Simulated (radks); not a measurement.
Si IV, configuration [Ne] 3s0.75 3d0.25 (fractional occupations, a model configuration). All-electron calculation, scalar-relativistic Kohn-Sham, PBEsol, spin-unpolarised, spherical densities, finite nucleus; Fermi nuclear charge, rms radius 3.1224 fm. Program: a radial shooting solver on a logarithmic mesh with Libxc functionals.

Normalised radial functions P(r) = r R(r), r in bohr:

r	1s	3s	3d
0.005886	0.5579	0.0508	0.0000
0.007483	0.6926	0.0630	0.0000
0.009589	0.8607	0.0782	0.0000
0.01229	1.0607	0.0962	0.0000
0.01575	1.2935	0.1171	0.0000
0.02018	1.5562	0.1403	0.0000
0.02586	1.8402	0.1647	0.0001
0.03287	2.1195	0.1875	0.0002
0.04212	2.3863	0.2067	0.0004
0.05398	2.5930	0.2162	0.0007
0.06917	2.6935	0.2089	0.0014
0.08864	2.6423	0.1765	0.0027
0.1136	2.4108	0.1115	0.0052
0.1444	2.0217	0.0144	0.0095
0.1851	1.5043	-0.1155	0.0173
0.2371	0.9680	-0.2555	0.0305
0.3039	0.5186	-0.3691	0.0520
0.3894	0.2203	-0.4085	0.0856
0.499	0.0699	-0.3311	0.1355
0.6344	0.0162	-0.1300	0.2033
0.8129	0.0023	0.1787	0.2953
1.042	0.0002	0.5094	0.4067
1.335	0.0000	0.7519	0.5247
1.711	0.0000	0.8156	0.6219
2.175	0.0000	0.6844	0.6514
2.787	0.0000	0.4286	0.5774
3.571	0.0000	0.1924	0.4141
4.576	0.0000	0.0577	0.2267
5.864	0.0000	0.0104	0.0872
7.515	0.0000	0.0010	0.0213

1s: eigenvalue -1821.1 eV, 0 radial nodes, <r> = 0.111 bohr, 90 % of the charge inside 0.199 bohr. 3s: eigenvalue -39.735 eV, 2 radial nodes at r = 0.149, 0.709 bohr, <r> = 1.85 bohr, 90 % of the charge inside 2.73 bohr. 3d: eigenvalue -20.003 eV, 0 radial nodes, <r> = 2.47 bohr, 90 % of the charge inside 3.82 bohr.
